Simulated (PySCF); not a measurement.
# Dipole moment and polarisability of `FC(F)(F)C(F)(F)[SiH2][GeH2][GeH3]`

Species: C2H7F5Ge2Si.
Structure used (PBE0-D3(BJ)/def2-SVP), in Å, numbered top down from 1:
```
atom  x, y, z in Å
F1    -3.344    0.211    0.859
C2    -2.673   -0.796    0.310
F3    -2.926   -1.900    0.996
F4    -3.105   -0.961   -0.939
C5    -1.174   -0.474    0.300
F6    -0.806   -0.263    1.589
F7    -0.529   -1.590   -0.130
Si8   -0.619    1.031   -0.799
Ge9    1.620    1.439   -0.112
Ge10   2.786   -0.663    0.199
H11   -0.716    0.590   -2.219
H12   -1.553    2.164   -0.540
H13    2.314    2.293   -1.191
H14    1.596    2.246    1.199
H15    2.702   -1.492   -1.093
H16    4.265   -0.383    0.525
H17    2.144   -1.439    1.357
```

Level: CAM-B3LYP/def2-SVPD (PySCF), static field, nuclei fixed, core orbitals frozen in the response. The polarisability tensor in these axes (au):

```
x   141.92  -4.31   4.67
y    -4.31 122.65  -4.73
z     4.67  -4.73 106.36
```

**Question.** What are the eigenvalues, a third of the trace, and Δα (Δα² = ½Σ(αi − αj)² over the three pairs)?

**Answer.** Principal values 104.77, 122.49 and 143.68 au; mean 123.65 au = 18.32 Å³ = 20.39 × 10⁻⁴⁰ C²·m²/J; Δα = 33.75 au (27 % of the mean).

**Question.** What is the dipole moment, and where does it point?

**Answer.** (1.25, 1.58, -1.03) D, 2.26 D in size, pointing from the negative to the positive side. Measured along this direction, the outermost atoms are F3 at the negative end and H13 at the positive end.

**Question.** Give the principal axes and the span of the nuclei along them.

**Answer.** Largest value along (0.96, -0.23, 0.15), where the nuclei span 7.40 Å; middle along (0.26, 0.94, -0.20), 5.76 Å; least along (-0.09, 0.23, 0.97), 3.50 Å. The response follows the extents in order.

**Question.** What would n − 1 = 2πNα be for an ideal gas of these molecules at 273.15 K and 1 atm, electronic part alone?

**Answer.** N = p/kT = 2.6868 × 10¹⁹ cm⁻³, so n − 1 = 2π × N × 18.32 × 10⁻²⁴ cm³ = 3093 × 10⁻⁶ at long wavelengths, for an ideal gas.

**Question.** Rayleigh depolarisation ratio (linearly polarised light, static tensor)?

**Answer.** ρ = 3Δα²/(45ᾱ² + 4Δα²) = 3416.4/(687966 + 4555.2) = 0.00493.

**Question.** Molar refractivity from α?

**Answer.** Lorentz–Lorenz: R = (4π/3)N_A α = 2.5225 cm³/(mol·Å³) × 18.32 Å³ = 46.2 cm³/mol, in the limit of long wavelengths.

**Question.** How large is μ²/3kT at 273 K beside α?

**Answer.** In Gaussian units μ²/3kT = 45.31 Å³ against 18.32 Å³, a ratio of 2.47; the Debye molar polarisation (4π/3)N_A(α + μ²/3kT) is 160.5 cm³/mol, leaving out the vibrational part.

The structure is a single PBE0-D3(BJ)/def2-SVP conformer in the gas phase; no vibrational or solvent corrections. The calculation is non-relativistic, for germanium too.
